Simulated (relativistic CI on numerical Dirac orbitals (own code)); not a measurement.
Level scheme of Dy²⁺

Computed by Dirac-Coulomb-Breit CI, KLI orbitals optimised for each configuration, QED by a radiative potential, valence Slater integrals scaled by 0.8 (own radial code, finite nucleus).

CI space (outside the closed core [Xe]): 4f10.

The lowest level is 4f10 5I_8, with 93 % of that term; Hund's rules for 4f10 give 5I with J = 8, in agreement.

```
No.  Configuration  Term   J  E (cm⁻¹)   %  Landé g  Lifetime (s)  jj configuration (%)
  1           4f10    5I   8       0.0  93    1.240                        4f7/2^4 (59)
  2           4f10    5I   7    4201.4  97    1.173      3.04e-01  4f5/2^5 4f7/2^5 (76)
  3           4f10    5I   6    7131.0  95    1.072      5.39e-01  4f5/2^4 4f7/2^6 (62)
  4           4f10    5I   5    9272.2  91    0.912      1.20e+00  4f5/2^4 4f7/2^6 (37)
  5           4f10    5I   4   10973.5  90    0.621      2.91e+00  4f5/2^4 4f7/2^6 (38)
  6           4f10    5F   5   14588.2  75    1.343      1.68e+00          4f7/2^4 (48)
  7           4f10    5S   2   16821.2  62    1.720                        4f7/2^4 (49)
  8           4f10    3K   8   16907.0  73    1.107      8.49e-02          4f7/2^4 (39)
  9           4f10    5F   4   17350.3  91    1.333      1.42e+00  4f5/2^5 4f7/2^5 (47)
 10           4f10    5F   3   18993.5  89    1.245      2.90e+00  4f5/2^5 4f7/2^5 (67)
 11           4f10    5F   2   19169.3  54    1.229      3.81e+00  4f5/2^4 4f7/2^6 (38)
 12           4f10    5F   1   20228.5  75    0.143      1.73e+00  4f5/2^5 4f7/2^5 (66)
 13           4f10    3H   6   20510.3  49    1.240      1.08e-01          4f7/2^4 (43)
 14           4f10    3K   7   20892.9  85    1.011      1.08e-01  4f5/2^5 4f7/2^5 (51)
 15           4f10    3G   5   21345.6  42    1.210      1.40e-01  4f5/2^5 4f7/2^5 (42)
 16           4f10    3G   4   23387.2  48    1.082      2.09e-01  4f5/2^5 4f7/2^5 (56)
 17           4f10    3L   9   23503.7  91    1.101      9.12e-01  4f5/2^5 4f7/2^5 (96)
 18           4f10    3K   6   23881.3  34    1.111      1.15e-01  4f5/2^4 4f7/2^6 (48)
 19           4f10    3K   6   24189.1  59    1.002      2.05e-01  4f5/2^5 4f7/2^5 (41)
 20           4f10    5F   2   24813.0  32    1.081      1.41e-01  4f5/2^4 4f7/2^6 (49)
 21           4f10    5G   5   24900.8  68    1.188      1.02e-01  4f5/2^5 4f7/2^5 (56)
 22           4f10    3H   4   25978.5  27    1.024      9.68e-02          4f7/2^4 (39)
 23           4f10    5G   3   26499.9  61    0.976      5.78e-01  4f5/2^5 4f7/2^5 (71)
 24           4f10    5G   2   27791.6  48    0.643                4f5/2^4 4f7/2^6 (40)
 25           4f10    3L   8   27843.3  69    1.012                4f5/2^4 4f7/2^6 (70)
 26           4f10    3M  10   28328.6  98    1.097                4f5/2^5 4f7/2^5 (83)
 27           4f10    3P   1   28524.4  63    1.048                4f5/2^4 4f7/2^6 (52)
 28           4f10    3D   3   28689.6  65    1.191                4f5/2^4 4f7/2^6 (69)
 29           4f10    1L   8   29393.3  62    0.986                4f5/2^4 4f7/2^6 (63)
 30           4f10    3F   3   30317.9  43    0.996                4f5/2^4 4f7/2^6 (50)
```

Energies count from the lowest computed level; lifetimes are radiative, by E1, M1, E2, M2 decay to levels of this space only; some are left blank where a channel outside the calculation adds to the decay or the decay crosses a small, uncertain gap. Filled j subshells are mostly left out of the jj labels.

The mean weight of the leading LS term, summed over parents, in these 30 levels is 68 %, and that of the leading jj configuration (from the same eigenvectors) 55 %, so LS coupling describes them better.

One configuration and one scale for all Slater integrals: terms of lower spin can come out thousands of cm⁻¹ low, and their order can be wrong.

Landé's interval rule says that E(J) − E(J−1) = AJ with one A. For the ground term the intervals give A = -340.3, -356.9, -418.5, -525.2 cm⁻¹ for J = 5, 6, 7, 8; the multiplet is inverted.

LS names give the leading component of a level, which can be under half, so a name can repeat, a term be missing and a line seem to break the LS rules.
